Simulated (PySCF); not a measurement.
## Electronic structure of Ga+ (gallium, charge +1) at the LDA level

Configuration: [Ar] 3d10 4s2, closed-shell 1S. Calculation: PySCF 2.14, in 6-31G* (5s4p3d, 32 functions); no relativity, point nucleus.

```json
{
  "Total energy": "-1921.281 hartree",
  "One-electron energy": "-2672.205 hartree",
  "Hartree (Coulomb) energy": "822.594 hartree",
  "Exchange-correlation energy": "-71.670 hartree",
  "Kinetic energy": "1920.48919 hartree",
  "⟨S²⟩": "0.0000",
  "⟨L²⟩": "0.000",
  "Sum of ⟨r⟩": "19.74 bohr",
  "Sum of ⟨r²⟩": "24.95 bohr²",
  "Density at the nucleus (Gaussians lack the cusp)": "19200 bohr⁻³",
  "Langevin diamagnetic susceptibility": "-19.8 ×10⁻⁶ cm³/mol",
  "Time after the integrals": "0.29 s of wall time on 1 thread of Neoverse-N1 (shared host)"
}
```

```tsv
shell	electrons	mean orbital energy (eV)	rms radius, mean of both spins (bohr)
1s	2	-10082.9	0.0572
2s	2	-1241.0	0.240
2p	6	-1102.3	0.213
3s	2	-152.08	0.711
3p	6	-106.97	0.743
3d	10	-28.858	0.921
4s	2	-16.544	2.42
```
